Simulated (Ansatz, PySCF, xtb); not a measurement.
Pair of molecules: C2H4 (SMILES C=C) (first 6 atoms) with C2H6O (SMILES COC); geometry from B3LYP-D3(BJ)/def2-TZVP.
(charge 0, multiplicity 1):
```xyz
15

C      0.5184    -0.5038     0.2877
C     -0.3977     0.4366     0.4691
H      0.8600    -0.7904    -0.6998
H      0.9667    -1.0288     1.1230
H     -0.7351     0.7185     1.4592
H     -0.8421     0.9575    -0.3710
C      0.7041     0.7651     4.1455
O     -0.6542     0.4853     3.8856
C     -0.9657    -0.8820     4.0416
H      1.3642     0.2196     3.4592
H      0.9757     0.5009     5.1757
H      0.8502     1.8342     4.0008
H     -0.3849    -1.5068     3.3511
H     -2.0249    -1.0024     3.8206
H     -0.7711    -1.2208     5.0674
```

Counterpoise-corrected where a basis set is named; no monomer relaxation. Rows marked so take none.

Rows in 6-311+G**, 6-31G* carry no dispersion term and start afresh at each structure (6-31G* with six Cartesian d functions).

Codes used: Ansatz (an electronic-structure program) with Gaussian orbitals; PySCF for 6-311+G** rows, 6-31G* rows, the dispersion terms; xtb for the GFN methods. Values without a source in brackets are computed.

```
level                              interaction energy (kcal/mol)
---------------------------------  -----------------------------
GFN1-xTB                                                   -1.44
HF/6-31G*                                                   0.48
SVWN5/def2-TZVPPD                                          -3.04
PBE-D3(BJ)/def2-TZVPPD                                     -2.10
B3LYP/6-311+G** (no counterpoise)                          -0.14
B3LYP-D3(BJ)/def2-TZVPPD                                   -2.02
BHLYP/def2-TZVPPD                                              ?
BHLYP-D4/def2-TZVPPD                                       -2.04
CAM-B3LYP/def2-TZVPPD                                          ?
```

Q: What belongs in the gaps?

A: 
- BHLYP/def2-TZVPPD, interaction energy (kcal/mol): -0.42
- CAM-B3LYP/def2-TZVPPD, interaction energy (kcal/mol): -0.63
